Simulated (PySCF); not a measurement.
# Dipole moment and polarisability of `CN[SiH2]NC`

C₂H₁₀N₂Si.
Cartesian coordinates in Å at the GFN2-xTB level; atoms count from 1:
```xyz
15
C2H10N2Si angstrom
C     -2.691    0.139   -0.112
N     -1.318    0.445   -0.416
Si    -0.028   -0.397    0.346
N      1.373    0.370   -0.289
C      2.694   -0.081    0.063
H     -3.344    0.488   -0.915
H     -2.795   -0.939   -0.023
H     -3.030    0.589    0.828
H     -1.188    1.435   -0.570
H     -0.245   -1.812    0.005
H      0.099   -0.272    1.808
H      1.332    0.669   -1.252
H      3.426    0.708   -0.125
H      3.001   -0.975   -0.492
H      2.709   -0.323    1.122
```

Level: CAM-B3LYP/def2-SVPD (PySCF), static field, nuclei fixed, core orbitals frozen in the response. The polarisability tensor in these axes (au):

```
x   81.57 -0.59  0.84
y   -0.59 61.07 -1.65
z    0.84 -1.65 60.63
```

Problem. Diagonalise the tensor; give its mean and Δα, where Δα² is half the sum of the squared differences of the eigenvalues.

Solution. Principal values 59.18, 62.47 and 81.62 au; mean 67.76 au = 10.04 Å³ = 11.17 × 10⁻⁴⁰ C²·m²/J; Δα = 20.99 au (31 % of the mean).

Problem. What is the dipole moment, and where does it point?

Solution. (0.04, 0.55, -0.48) D, 0.73 D in size, pointing from the negative to the positive side. Measured along this direction, the outermost atoms are H10 and H11 at the negative end and H9 and H12 at the positive end.

Problem. Find the Langevin capture rate constant for NO+ (29.998 u) meeting this molecule (90.061 u), k = 2.342 × 10⁻⁹ cm³/s × √(α in Å³ / reduced mass in u).

Solution. The reduced mass is 22.50 u, so k = 1.56 × 10⁻⁹ cm³/s. The formula leaves out the permanent dipole, which adds to the capture rate.

Problem. Estimate the molar refractivity from the static electronic polarisability.

Solution. Lorentz–Lorenz: R = (4π/3)N_A α = 2.5225 cm³/(mol·Å³) × 10.04 Å³ = 25.3 cm³/mol, in the limit of long wavelengths.

Problem. Orientational against electronic polarisability at 250 K (dilute gas, rigid molecules)?

Solution. In Gaussian units μ²/3kT = 5.11 Å³ against 10.04 Å³, a ratio of 0.51; the Debye molar polarisation (4π/3)N_A(α + μ²/3kT) is 38.2 cm³/mol, leaving out the vibrational part.

The structure is a single GFN2-xTB conformer in the gas phase; no vibrational or solvent corrections.
